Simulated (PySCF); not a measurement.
**A single-point calculation**

Hf(OH)4 (singlet). PySCF 2.14.0, RKS CAM-B3LYP, Hf def2-SVP with ECP60, O def2-SVP, H def2-SVP; non-relativistic Hamiltonian with scalar-relativistic core potentials where named; density fitting; no spin-orbit coupling. Purpose: singlet excitations, Tamm-Dancoff CAM-B3LYP.

```python
mol = gto.M(atom='''
Hf    -0.06676     0.00000     0.23866
O      1.67765    -0.00001    -0.61603
H      2.58754    -0.00001    -0.93440
O     -0.24506     1.58965     1.34322
H     -0.41848     2.37966     1.86769
O     -1.44928    -0.00001    -1.13381
H     -1.90749    -0.00002    -1.98296
O     -0.24506    -1.58962     1.34325
H     -0.41848    -2.37962     1.86775''',
    basis={'Hf': 'def2-SVP', 'O': 'def2-SVP', 'H': 'def2-SVP'},
    ecp={'Hf': 'def2-SVP'},
    charge=0, spin=0)
mf = dft.RKS(mol, xc='CAMB3LYP')
mf.grids.atom_grid = (50, 194)
mf = mf.density_fit()  # fitting sets: Hf def2-universal-JKFIT, O def2-universal-JKFIT, H def2-universal-JKFIT
mf.conv_tol = 1e-08; mf.max_cycle = 55
mf.kernel(dm0)  # dm0: converged density of the relaxed state
td = mf.TDA(); td.nstates = 8; td.kernel()
```

Run from Python with OMP_NUM_THREADS=2; the lines above give its settings. Where DIIS fails, smearing, a level shift and second-order steps follow.
It took 65 s on 2 threads of Arm Neoverse V1, on a shared host, from an already converged density.

Question: Where do the frontier levels lie, over both spins?

Answer: HOMO -9.62 eV, LUMO 0.97 eV. 

Question: What are the Mulliken charges and spins?

Answer: 
```
atom  charge (e)  spin (e)
 Hf1       1.130     0.000
  O2      -0.472     0.000
  H3       0.191     0.000
  O4      -0.473     0.000
  H5       0.190     0.000
  O6      -0.477     0.000
  H7       0.194     0.000
  O8      -0.473     0.000
  H9       0.190     0.000
```

Question: Which singlet excitations follow (Tamm-Dancoff, 8 states)?

Answer: 
| state | eV | oscillator strength |
| --- | --- | --- |
| 1 | 7.29 | 0.0000 |
| 2 | 7.31 | 0.0000 |
| 3 | 7.32 | 0.0002 |
| 4 | 7.91 | 0.1328 |
| 5 | 7.91 | 0.1343 |
| 6 | 7.94 | 0.1371 |
| 7 | 8.14 | 0.0017 |
| 8 | 8.16 | 0.0010 |

The geometry was relaxed with BP86 (Hf def2-SVP with ECP60, O def2-SVP, H def2-SVP).
